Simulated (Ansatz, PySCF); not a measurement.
Caution: the highest occupied level lies above zero, so the state may not be bound. This singlet lies 0.44 eV below the relaxed triplet at the level frozen-core CCSD(T)/aug-cc-pVDZ // PBE0-D3(BJ)/def2-TZVPD (Ansatz, a program for electronic structure).

## H4BSSi, SMILES `[SiH3][B-]S` (lower singlet; Si–B–S–H torsion 0°) (charge -1, multiplicity 1)

The numbers are results of PBE0-D3(BJ)/def2-TZVPD (PySCF), not measurements.

- HOMO: 0.21 eV
- total energy: -714.6463 Ha
- cost: roughly 25 core-seconds

```xyz
7

Si    -0.8722     0.0051    -0.0145
B      0.5738    -1.2685     0.4854
S      2.1965    -0.6147     0.2625
H     -1.8125     0.3121     1.1205
H     -0.4612     1.3846    -0.5283
H     -1.7823    -0.5204    -1.0926
H      2.1579     0.7016    -0.2330
```
Charge -1, spin multiplicity 1.
